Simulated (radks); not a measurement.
Polarisability of the titanium ion Ti3+, [Ar] 3d1, at imaginary frequency. Calculated with a radial shooting solver on a logarithmic mesh with Libxc functionals: non-relativistic Kohn-Sham, LDA (Slater exchange, Perdew-Wang correlation), spin-polarised, spherical densities, point nucleus; open shells are filled with parallel spins first. Response by self-consistent Sternheimer equations with the Hartree and adiabatic LDA kernel.

| w (hartree) | alpha1(iw) (bohr^3) |
|---|---|
| 0.00266 | 2.306 |
| 0.0143 | 2.306 |
| 0.0360 | 2.304 |
| 0.0697 | 2.297 |
| 0.118 | 2.281 |
| 0.186 | 2.246 |
| 0.280 | 2.181 |
| 0.413 | 2.068 |
| 0.605 | 1.891 |
| 0.892 | 1.628 |
| 1.35 | 1.263 |
| 2.12 | 0.8241 |
| 3.59 | 0.4183 |
| 6.94 | 0.1533 |
| 17.5 | 0.03482 |

Static values: alpha1 = 2.306 bohr^3 (0.3417 angstrom^3; uncoupled 3.304). C6 = 5.996, triple-dipole C9 = 9.775 atomic units. One-pole (London) frequency 4 C6 / (3 alpha1^2) = 1.503 hartree, against 1.308 for minus the highest occupied eigenvalue. The dipole shielding factor is 0.864, as the force sum rule N/Z = 0.864 demands.
